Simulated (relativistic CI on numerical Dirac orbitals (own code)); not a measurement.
## What each ingredient does to the levels of Pd²⁷⁺

Base calculation: Dirac-Coulomb-Breit CI, KLI orbitals optimised for each configuration, model QED (radiative potential, 1s self-energy scaled to tabulated hydrogen-like ionisation energies), unscaled Slater integrals.

Configuration list (outside the closed core [Ne]): 3s²3p⁶3d, 3s²3p⁵3d², 3s3p⁶3d², 3s²3p⁶4s, 3s²3p⁶4p, 3s²3p⁶4d, 3s²3p⁶4f, 3s²3p⁵3d4s, 3s²3p⁵3d4p, 3s²3p⁵3d4d, 3s3p⁶3d4s, 3p⁶3d²4p, 3s²3p⁵3d4f, 3s3p⁶3d4p, 3s²3p⁶5s, 3s²3p⁶5p, 3s3p⁶3d4d, 3s²3p⁶5d, 3s²3p⁶5f, 3s²3p⁶5g, 3s3p⁶3d4f, 3p⁶3d³, 3p⁵3d⁴, 3p⁶3d²4s, 3p⁵3d³4s, 3p⁶3d²4d, 3p⁵3d³4d. Double excitations out of closed p, d and f shells are left out; levels of such configurations are missing from the list, as are those of other unlisted configurations, and high levels can miss mixing partners. These lack a partner that the ground configuration has and come out too high: 3s²3p⁵3d4p, 3s²3p⁵3d4f.

Variants: (1) QED terms removed. Shifts of the energy above 3s²3p⁶3d ²D3/2, in cm⁻¹, for the lowest level and the first level of each name with at least 55 % of one term (blank where a level changes its place among those of its configuration and J or its character, or is not in the variant):

```
            Level     Base  Δ(1)
   3s²3p⁶3d ²D3/2        0     0
   3s²3p⁶3d ²D5/2    59854  -181
 3s²3p⁵3d² ⁴D°1/2  1045309  +590
 3s²3p⁵3d² ⁴D°3/2  1055591  +589
 3s²3p⁵3d² ⁴D°7/2  1128610  +451
 3s²3p⁵3d² ⁴G°9/2  1132358  +460
3s²3p⁵3d² ⁴G°11/2  1153155  +381
 3s²3p⁵3d² ⁴P°5/2  1160962  +446
 3s²3p⁵3d² ⁴P°3/2  1164779  +534
 3s²3p⁵3d² ⁴F°9/2  1215231  +350
 3s²3p⁵3d² ²D°5/2  1217427  +340
3s²3p⁵3d² ²H°11/2  1233667  +381
 3s²3p⁵3d² ²P°1/2  1273730  +276
 3s²3p⁵3d² ²G°9/2  1291019  +393
```

At this charge energies of transitions that change n are usually good to better than 1 %, and those within a shell (Δn = 0) to a few per cent.

Ionisation energy from the two ground configurations alone: base 1437.93 eV. The NIST ASD value (theoretical) is 1438 eV.

LS names give the leading component of a level, which can be under half, so a name can repeat, a term be missing and a line seem to break the LS rules.
